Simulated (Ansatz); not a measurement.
Two isomers of CH7NSSi: A = `NC([SiH3])S`, B = `[SiH3]NCS`.

Program: Ansatz. Geometries: PBE0-D4/def2-TZVP. ΔE: electronic, gas phase. CCSD(T)/CBS is the MP2 limit (def2-TZVPP, def2-QZVPP) plus CCSD(T) − MP2 in def2-TZVPP, frozen cores. DFT in def2-TZVPP. B3LYP here is the variant with VWN-RPA as its local correlation; programs differ in this. One conformer a species, not always the lowest.

**Question.** Which is lower in electronic energy at CCSD(T)/CBS, and by how much? (Best estimate.)

**Answer.** The calculation gave: B, by 53.3 kJ/mol.

**Question.** Give E(B) − E(A) in kJ/mol with r2SCAN-D4, CCSD/def2-TZVPP, B3LYP-D4, B2PLYP, HF/def2-TZVPP, B3LYP, ωB97M-V. (Best estimate.)

**Answer.** Computed: r2SCAN-D4 -54.0, CCSD/def2-TZVPP -56.5, B3LYP-D4 -57.7, B2PLYP -58.3, HF/def2-TZVPP -69.8, B3LYP -59.9, ωB97M-V -52.7. None reverses the order clearly.

Largest T1 diagnostic: 0.011.

In def2-TZVPP, CCSD(T) changes the Hartree–Fock value by +15.7 kJ/mol (the triples alone add +2.4 kJ/mol) and MP2 by +15.3 kJ/mol.
